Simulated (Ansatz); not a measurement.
`N[SiH]1C=N1`, 8 atoms. The species carries charge 0 and has multiplicity 1. All runs use 2 threads of an Arm Neoverse V1 on a shared host. Correlated methods freeze the cores.

**Question.** Give the basis size and wall time and peak host memory of each of these runs in Ansatz. direct RPA on PBE orbitals/def2-TZVPP energy; RKS B97M-V/def2-TZVPP energy; RKS PBE0-D4/def2-TZVP frequencies; RKS PBE0-D4/def2-QZVPP energy; RHF-CCSD(T)/def2-SVP energy; RKS ωB97M-V/def2-SVP energy; RKS PBE0-D4/def2-SVP energy; RKS ωB97M-V/def2-QZVPP energy; RKS PBE0-D4/def2-TZVP relaxation (10 steps); RHF-CCSD(T)/def2-TZVPP energy; RHF-MP2/def2-QZVPP energy; RKS LC-ωPBE/def2-TZVPP energy. (Best estimate.)

**Answer.** The calculation gave: Other jobs shared the machine, so times are rough.

```
                                level                    job  functions  wall time  peak host memory (GiB)
                 RKS PBE0-D4/def2-SVP                 energy         80        1 s                    0.14
                 RHF-CCSD(T)/def2-SVP                 energy         80      2.2 s                    0.23
               RKS LC-ωPBE/def2-TZVPP                 energy        191      2.5 s                    0.26
                 RKS ωB97M-V/def2-SVP                 energy         80      4.3 s                    0.21
direct RPA on PBE orbitals/def2-TZVPP                 energy        191      5.5 s                     0.4
               RKS PBE0-D4/def2-QZVPP                 energy        361        7 s                    0.86
                RKS B97M-V/def2-TZVPP                 energy        191      7.5 s                    0.26
                   RHF-MP2/def2-QZVPP                 energy        361       18 s                     1.4
               RKS ωB97M-V/def2-QZVPP                 energy        361       18 s                     1.1
                RKS PBE0-D4/def2-TZVP  relaxation (10 steps)        154       31 s                     0.3
               RHF-CCSD(T)/def2-TZVPP                 energy        191       54 s                     2.1
                RKS PBE0-D4/def2-TZVP            frequencies        154      100 s                     0.3
```

LC-ωPBE has ω = 0.4 bohr⁻¹.
